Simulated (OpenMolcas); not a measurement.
Computed levels of 5s2 5p2 in ions with 50 electrons, in cm-1 above 3P0.

```yaml
Program: OpenMolcas 26.06
Method: SS-CASPT2, IPEA 0.25 Eh, imaginary shift 0.1 Eh
Basis: ANO-RCC-VQZP
Scalar_Hamiltonian: DKH2, point nucleus
Spin-orbit_coupling: state interaction with AMFI integrals over the reference wave functions, term energies averaged over their components
```

Active space for each ion: 2 electrons in 3 orbitals (5p); closed shells correlated by CASPT2: 4d 5s.

| Level | Sn | Sb+ | Te2+ | Xe4+ |
| --- | --- | --- | --- | --- |
| 3P1 | 1474 | 2630 | 4080 | 8100 |
| 3P2 | 3070 | 5040 | 7270 | 12800 |
| 1D2 | 8290 | 11960 | 16030 | 26170 |
| 1S0 | 16720 | 23030 | 29130 | 42400 |

Question: Estimate 3P2, 1D2, 1S0 for I3+ from its neighbours Te2+ and Xe4+.

Answer: 3P2 is fine structure, which grows about as the fourth power of a screened charge, so the fourth roots are averaged: ((7270^0.25 + 12800^0.25) / 2)^4 = 9743. The calculation gives 9800, so the estimate is off by -0.6 %.
1D2 is another term, which grows about linearly with the charge: (16030 + 26170) / 2 = 21100. The calculation gives 20660, so the estimate is off by +2.1 %.
1S0 is another term, which grows about linearly with the charge: (29130 + 42400) / 2 = 35765. The calculation gives 35400, so the estimate is off by +1.0 %.

Mixed levels, with the weight of the term that names them: Xe4+ 3P2 (71 %), Xe4+ 1D2 (71 %).

CASPT2 breaks the degeneracy within a term, and the mean is taken; among the terms shown or strongly mixed into the levels shown the widest spread is 91 cm-1 (5s2 5p2 1D, I3+). With the s shell closed, the reference lacks s² → p² mixing. Only configurations of the active space appear.
